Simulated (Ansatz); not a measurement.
Two isomers of C2H5FO2Si: A = `C[C@]1(F)O[Si@H]1O`, B = `CO[Si]1(F)CO1`.

Computed with Ansatz on PBE0-D4/def2-TZVP structures; ΔE is electronic, products minus reactants. CCSD(T)/CBS adds triple-zeta CCSD(T) − MP2 to the extrapolated MP2 energy (def2 sets, frozen cores). Functionals use def2-TZVPP. One conformer a species, not always the lowest.

**Question.** Which is lower in electronic energy at CCSD(T)/CBS, and by how much? (An estimate is asked.)

**Answer.** The calculation gave: B, by 117.0 kJ/mol.

**Question.** Give E(B) − E(A) in kJ/mol with CCSD(T)/def2-TZVPP, r2SCAN-D4, ωB97M-V, PBE-D4, MP2/def2-TZVPP, B2PLYP, HF/def2-TZVPP. (Estimate.)

**Answer.** Ansatz gave: CCSD(T)/def2-TZVPP -116.6, r2SCAN-D4 -107.7, ωB97M-V -109.8, PBE-D4 -94.7, MP2/def2-TZVPP -118.6, B2PLYP -118.1, HF/def2-TZVPP -135.5. None reverses the order clearly.

Largest T1 diagnostic: 0.013.

From PBE to PBE0 (25 % exact exchange), in def2-TZVPP and without D4, E(B) − E(A) moves by −8.6 kJ/mol. In def2-TZVPP, CCSD(T) changes the Hartree–Fock value by +18.8 kJ/mol (the triples alone add +4.3 kJ/mol) and MP2 by +16.8 kJ/mol.
